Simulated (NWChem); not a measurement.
Molecule: C₂H₅BO₃; SMILES CB(O)C(=O)O

```xyz
11

C     -1.2031     1.6996    -0.0015
B      0.0691     0.7996    -0.0021
O      1.3201     1.2853    -0.0046
C      0.0582    -0.8250     0.0001
O      1.1028    -1.4427     0.0053
O     -1.1274    -1.4351    -0.0043
H     -0.9681     2.7730    -0.0065
H     -1.8336     1.4649    -0.8760
H     -1.8288     1.4718     0.8783
H      1.9397     0.5337    -0.0034
H     -0.9579    -2.3927    -0.0025
```
Atoms are numbered in this order, from 1.

All runs: NWChem. The geometry was optimised at PBE0/def2-SVP. B3LYP is NWChem's, with the RPA form of VWN correlation. Atomic charges in e: unrestrained fits to the electrostatic potential beside Mulliken populations; buried atoms are poorly determined by the fit.

### Question
Predict the results for B3LYP/def2-SVP. Quantities: ESP C1; Mulliken C1; ESP B2; Mulliken B2; ESP O3; Mulliken O3; ESP C4; Mulliken C4; ESP O5; Mulliken O5; relative RMS misfit of the potential (%).

### Answer
The ESP C1 is -0.19 and the Mulliken C1 comes out as 0.00. The ESP B2 is 0.36, the Mulliken B2 is -0.17 and the ESP O3 is -0.56. The Mulliken O3 comes out as -0.06. The ESP C4 is 0.59, the Mulliken C4 comes out as 0.20 and the ESP O5 comes out as -0.55. The Mulliken O5 is -0.28 and the relative RMS misfit of the potential (%) comes out as 23.
